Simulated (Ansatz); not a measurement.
# Abstraction of Cl: BClF2 + SbCl2 → BF2 + SbCl3

Gas-phase species: BClF2 (chlorodifluoroborane) `FB(F)Cl`, singlet; SbCl2 `[Cl][Sb][Cl]`, doublet; BF2 `F[B]F`, doublet; SbCl3 (antimony trichloride) `[Cl][Sb]([Cl])[Cl]`, singlet. A radical takes Cl: the energy is the difference in strength between the B–Cl bond broken and the Sb–Cl bond made.

Shapes, held fixed at every level: PBE0-D4/def2-TZVP. Programs: Ansatz 0.2.0. The zero-point and thermal change to 298 K, harmonic and unscaled (PBE0-D4/def2-TZVP), is -3.5 kJ/mol.

```
                level                    kind  ΔH(298 K) (kJ/mol)  less CCSD(T)/def2-TZVPP
        HF/def2-TZVPP            Hartree–Fock              +180.9                     -7.8
     SPW92/def2-TZVPP                     LDA              +182.7                     -6.0
    PBE-D4/def2-TZVPP                     GGA              +166.5                    -22.2
r2SCAN0-D4/def2-TZVPP           global hybrid              +178.2                    -10.5
   wB97X-V/def2-TZVPP  range-separated hybrid              +184.8                     -3.9
    B2PLYP/def2-TZVPP           double hybrid              +181.6                     -7.1
        CCSD/def2-SVP   coupled cluster or CI              +218.5                    +29.8
   CCSD(T)/def2-TZVPP   coupled cluster or CI              +188.7                      0.0
```

The highest level, CCSD(T)/def2-TZVPP, gives ΔH(298 K) = +188.7 kJ/mol; the levels span +166.5 to +218.5. The column of differences is taken from that level and isn't an error. No measured value is set beside it here. Open shells run unrestricted. For atoms past krypton def2 sets carry core potentials with scalar relativity. Outer-core shells of Sb are correlated, in sets that cover them unevenly.
